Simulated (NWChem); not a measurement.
System: C4H5F; SMILES C=C/C=C/F

Input file for NWChem:

```
start job
memory heap 200 mb stack 900 mb global 1100 mb
geometry units angstroms noautoz
  C     -0.268389     2.451935     0.000000
  C      0.378164     1.277086     0.000000
  C     -0.276093    -0.021655     0.000000
  C      0.403516    -1.171580     0.000000
  F     -0.214384    -2.366373     0.000000
  H     -1.354577     2.506001     0.000000
  H      0.267724     3.395770     0.000000
  H      1.468474     1.271879     0.000000
  H     -1.363441    -0.058783     0.000000
  H      1.486201    -1.265385     0.000000
end
basis spherical
  * library pcseg-1
end
dft
  xc xtpss03 ctpss03
  iterations 150
  mulliken
end
task dft energy
```

Structure relaxed at the B3LYP/6-31G* (spherical d) level.

Predict the main results of this run. (TPSS/pcseg-1.) Quantities: basis functions; energy (Ha); highest occupied level (eV); orbital gap (eV); dipole (D).


| Quantity | Value |
|---|---|
| number of basis functions | 95 |
| energy (Ha) | -255.22 |
| highest occupied level (eV) | -5.70 |
| orbital gap (eV) | 4.11 |
| dipole (D) | 1.16 |
